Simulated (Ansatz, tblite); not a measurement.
Isomers of PbO2 (singlet), found by a short tight-binding search and relaxed with r2SCAN-D4/def2-TZVP in Ansatz.

In the def2 sets Pb takes a core potential; there is no spin–orbit coupling. The xTB rows come from tblite. Correlated methods freeze 6 core orbitals; core or outer-core shells of Pb are correlated, in sets that lack core-valence functions.

Run but left out: HF/def2-TZVPP (A: restricted singlet, unstable towards broken spin symmetry); PBE-QIDH/def2-TZVP (B: restricted singlet, unstable in another Hartree–Fock run and untested here).

A: At CCSD(T)/def2-TZVPP T1 of the charge 0 singlet is large (up to 0.029), so the single-reference result is doubtful. At CCSD(T)/def2-TZVPP the restricted singlet (for correlated methods, its reference) is unstable: a solution with broken spin symmetry lies lower. It holds 1 O–O bond. B: The restricted singlet is unstable towards broken spin symmetry in Hartree–Fock (as tested in another run); at PBE-D4/def2-TZVP, r2SCAN-D4/def2-TZVP, PBE0-D4/def2-TZVP, CAM-B3LYP-D4/def2-TZVP this wasn't settled. At CCSD(T)/def2-TZVPP T1 of the charge 0 singlet is large (up to 0.034), so the single-reference result is doubtful. At CCSD(T)/def2-TZVPP the restricted singlet (for correlated methods, its reference) is unstable: a solution with broken spin symmetry lies lower.

Other spin states were run for one of them alone.

A:

```csv
atom,x (Å),y (Å),z (Å)
Pb1,0.1673,-0.6239,1.1226
O2,-0.8398,0.3306,-0.4383
O3,0.6725,0.2933,-0.6843
```

B:

Cartesian coordinates in Å:
```
Pb 0.000 0.000 0.000
O 1.561 0.313 1.004
O -1.561 -0.313 -1.004
```

Task: Estimate which lies lowest at each level, and how far above it the others are (kcal/mol).

Result: 
```json
{"level": "GFN1-xTB", "A": "0.0", "B": "39.3"}
{"level": "GFN2-xTB", "A": "0.0", "B": "42.5"}
{"level": "PBE-D4/def2-TZVP", "A": "0.0", "B": "6.3"}
{"level": "r2SCAN-D4/def2-TZVP", "A": "0.0", "B": "7.6"}
{"level": "PBE0-D4/def2-TZVP", "A": "0.0", "B": "9.8"}
{"level": "CAM-B3LYP-D4/def2-TZVP", "A": "0.0", "B": "11.5"}
{"level": "MP2/def2-TZVPP", "A": "0.0", "B": "4.2"}
{"level": "CCSD/def2-TZVPP", "A": "0.0", "B": "11.5"}
{"level": "CCSD(T)/def2-TZVPP", "A": "0.0", "B": "7.6"}
```
Point groups (tolerance 0.1 Å): A C2v, B D∞h. Lower isomers may exist.
